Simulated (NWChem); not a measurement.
Species: C3H8Si; SMILES CC(=C)[SiH3]

### Question
Give the equilibrium geometry at PBE0/def2-SVP (NWChem) as an XYZ file, with the point group.

### Answer
point group Cs; any orientation.
```
12

C      1.2979     1.1150     0.0000
C      0.0966     0.5192     0.0000
C     -1.1857     1.3030     0.0000
Si    -0.0072    -1.3594     0.0000
H      2.2321     0.5447     0.0000
H      1.3945     2.2084     0.0000
H     -1.8014     1.0618     0.8830
H     -1.0006     2.3885     0.0000
H     -1.8014     1.0618    -0.8830
H      1.3663    -1.9469     0.0000
H     -0.7523    -1.8458    -1.2049
H     -0.7523    -1.8458     1.2049
```
